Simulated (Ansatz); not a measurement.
Pulling on the Ge1–H2 bond in GeH2O (SMILES [OH][GeH]) (multiplicity 1 held, fragments rigid). Energies count from the point at 1.623 Å.
Geometry at that point (charge 0, multiplicity 1):
| atom | x (Å) | y (Å) | z (Å) |
|---|---|---|---|
| Ge | -0.2353 | -0.2010 | 0.2473 |
| H | -1.4109 | -0.0317 | -0.8587 |
| O | 1.0252 | 0.6808 | -0.6889 |
| H | 0.7380 | 1.0157 | -1.5451 |

R- and RO- levels are restricted; in cc, def2 and unpolarised 6-31G sets they are followed outwards from rest. U- levels take the lowest unrestricted solution at each point, which mixes spins at long bonds. Active spaces are followed from a long bond inwards. Curves can end on different states.

Frozen-core correlation. Filled d and f shells under p-block atoms count as core.

Programs: Ansatz (an electronic-structure program) with Gaussian orbitals. 

Problem. Give the energy at R = 5.194 Å at the level R-HF/cc-pVDZ.

Solution. 141.1 kcal/mol

Problem. What energy at R = 5.194 Å does FIC-MRCISD+Q on CASSCF(2,2)/cc-pVDZ give?

Solution. 68.5 kcal/mol

Problem. What energy at R = 5.194 Å does U-SCS-MP2/cc-pVDZ give?

Solution. 67.5 kcal/mol

Doubts at one or more of the structures used: a restricted determinant that unrestricted orbitals would lower (R-HF/cc-pVDZ); a spin-contaminated determinant (U-SCS-MP2/cc-pVDZ).
